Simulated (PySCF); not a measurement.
MoO2FBr, SMILES [Br][Mo]([F])(=[O])=[O], multiplicity 1.

The structure is a stationary point at B3LYP-D3(BJ)/def2-SVP. The spin state was assumed, not searched. The structure was generated by enumeration; whether it is a known compound was not checked. The def2 effective core potentials stand for the cores of Mo; spin–orbit coupling is left out.

Two levels are set side by side: TDDFT-PBE/def2-SVPD (PySCF) and TDDFT-M06-2X/def2-SVPD (PySCF). Vertical, same geometry. The lowest singlet is HOMO→LUMO 97 % with PBE and HOMO→LUMO 90 % with the other functional; states are paired by order. Differences are taken from unrounded values.

```json
[
 {"quantity": "lowest singlet excitation (eV)", "TDDFT-M06-2X": "4.43", "TDDFT-PBE": "3.79", "TDDFT-PBE minus TDDFT-M06-2X": "-0.64"},
 {"quantity": "lowest triplet excitation (TDA) (eV)", "TDDFT-M06-2X": "4.12", "TDDFT-PBE": "3.57", "TDDFT-PBE minus TDDFT-M06-2X": "-0.55"}
]
```

Functionals without exact exchange tend to place singlet excitations lower, as here. Differences between two approximate levels are no errors against the true value.

Rough cost on one machine, each run with all the roots and properties that it gave: TDDFT-M06-2X against TDDFT-PBE about 10 times.
